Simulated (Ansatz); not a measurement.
Reaction (hydrogenolysis of a C–C bond): `C=CC([SiH3])=S` + H₂ → `[SiH3]C=S` + `C=C`

Calculated with Ansatz (gas phase, PBE0-D4/def2-TZVP geometries, no zero-point term in ΔE). CBS: MP2 limit from def2 TZ/QZ plus the TZ coupled-cluster correction, frozen cores. This one scheme is used for every species. Functionals use def2-TZVPP. B3LYP here is the variant with VWN-RPA as its local correlation; programs differ in this. Each species was taken in one conformer, which may not be the lowest.

```
        level  ΔE (kcal/mol)
       r2SCAN           -3.0
        B3LYP           -7.6
HF/def2-TZVPP          -13.5
MP2/CBS(def2)           -2.4
```

(1) What does CCSD(T)/CBS give? (Estimate.)

Largest T1 diagnostic among the species: 0.017.

## Answers

(1) Ansatz gave: -5.3 kcal/mol. The listed levels differ from it by 2.3, -2.3, -8.2, 2.9 kcal/mol.

In def2-TZVPP, CCSD(T) changes the Hartree–Fock value by +7.8 kcal/mol (the triples alone add +2.4 kcal/mol) and MP2 by +10.6 kcal/mol. From PBE to PBE0 (25 % exact exchange), in def2-TZVPP and without D4, ΔE moves by −1.6 kcal/mol.
